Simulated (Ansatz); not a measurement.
Cost and result for the atomization energy of `CCSB(O)O` (13 atoms, 12 bonds).

```xyz
13

C    -0.472   -0.849    1.605
C     0.778   -0.161    1.100
S     1.173   -0.559   -0.631
B     0.038    0.524   -1.545
O    -0.781    1.384   -0.879
O    -0.003    0.500   -2.911
H    -0.392   -1.933    1.505
H    -0.632   -0.612    2.661
H    -1.348   -0.516    1.045
H     0.698    0.923    1.183
H     1.657   -0.476    1.666
H    -1.314    1.904   -1.486
H     0.598   -0.130   -3.312
```

Total charge 0; spin multiplicity 1. The geometry is a stationary point of PBE0-D4/def2-TZVP. It is one conformer, not always the lowest. Program: Ansatz. All runs use 2 threads of an AMD EPYC 7R13 on a shared host and a share of an NVIDIA H100 80 GB. Times are those of one run each, without the atoms' runs, and a repeat can differ threefold. Electronic energies, without spin–orbit coupling; frozen cores. CCSD(T)/CBS adds CCSD(T) − MP2 in def2-TZVPP to the MP2 limit, and its time is that of the two runs behind it. T1 = 0.012. B3LYP takes the VWN-RPA correlation (the form of Gaussian; ORCA's B3LYP/G).

CCSD(T)/CBS is a level of theory with its own doubt, some kJ/mol a heavy atom from the limit and from the frozen cores, so smaller differences don't rank the functionals.

| level | functions | wall time | atomization (kcal/mol) | difference from CCSD(T)/CBS | per bond |
| --- | --- | --- | --- | --- | --- |
| PBE0-D4/def2-TZVPP | 295 | 6.5 s | 1261.3 | 4.3 | 0.4 |
| B3LYP-D4/def2-TZVPP (with forces) | 295 | 7 s | 1254.9 | -2.1 | -0.2 |
| PBE-D4/def2-TZVPP (with forces) | 295 | 7.5 s | 1285.3 | 28.3 | 2.4 |
| ωB97M-V/def2-TZVPP (with forces) | 295 | 8 s | 1263.1 | 6.1 | 0.5 |
| MP2/def2-QZVPP | 565 | 8.5 s | 1271.7 | 14.7 | 1.2 |
| r2SCAN-D4/def2-TZVPP (with forces) | 295 | 9.5 s | 1263.9 | 6.9 | 0.6 |
| ωB97X-V/def2-TZVPP | 295 | 11 s | 1258.4 | 1.4 | 0.1 |
| B2PLYP/def2-TZVPP | 295 | 14 s | 1244.0 | -13.0 | -1.1 |
| CCSD(T)/def2-TZVPP | 295 | 17 s | 1225.1 | -31.9 | -2.7 |
| CCSD(T)/CBS(def2) | – | 26 s | 1257.0 | 0.0 | 0.0 |

In def2-TZVPP, CCSD(T) changes the Hartree–Fock value by +302.6 kcal/mol (the triples alone add +19.1 kcal/mol) and MP2 by +330.5 kcal/mol; breaking electron pairs costs correlation energy, which Hartree–Fock lacks. The D4 term adds +10.5 kcal/mol with B3LYP and +5.5 kcal/mol with PBE0; it sums over pairs of atoms, weighted by their polarisabilities, and B3LYP, whose exchange is more repulsive, gets the larger term. From PBE to PBE0 (25 % exact exchange), in def2-TZVPP and without D4, the atomization energy moves by −22.9 kcal/mol: exact exchange takes away binding that semilocal exchange gives to molecules.
